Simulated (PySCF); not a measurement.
# Dipole response of Kr²⁺ (krypton, charge +2)

[Ar] 3d10 4s2 4p4, high-spin 3P determinant. Calculation: PySCF 2.14, in aug-cc-pVQZ-PP with one added diffuse shell each of s, p, d, f, g type with ECP10MDF (8s7p6d4f3g, 114 functions); a scalar-relativistic core potential. Coupled (time-dependent) response in atomic units; α is the mean over directions.

```
method  mean α (bohr³)         α xx, yy, zz  C₆ (like pair)  S(−4)
   UHF           7.423  7.444, 7.383, 7.444           36.27  10.57
   PBE           7.561  7.502, 7.678, 7.502           37.09  11.07
  PBE0           7.481  7.447, 7.550, 7.447           36.60  10.76
  BP86           7.549  7.489, 7.668, 7.489           37.01  11.02
```

S(−4) is the Cauchy moment in α(ω) = α(0) + S(−4) ω² + …

Spin-orbit coupling is absent.

α(iu) at PBE:

```
u (hartree)  α(iu) (bohr³)
          0          7.561
     0.0500          7.533
      0.100          7.452
      0.200          7.145
      0.300          6.690
      0.500          5.577
      0.750          4.246
       1.00          3.213
       1.50          1.941
       2.00          1.281
       3.00         0.6835
       5.00         0.3025
```

A single London oscillator, α(iu) = α/(1 + u²/ω²), gives C₆ = (3/4) ω α². Matching the computed C₆ needs ω = 4 × 37.09 / (3 × 7.561²) = 0.865 hartree.

For an ion, C₆ is the dispersion term alone; charge-induced terms of lower order in 1/R come first.

The components differ because the open shell of this determinant is not spherical; for a pure term their mean is the scalar polarisability.

Energies and moments cover only the electrons outside the core potential.
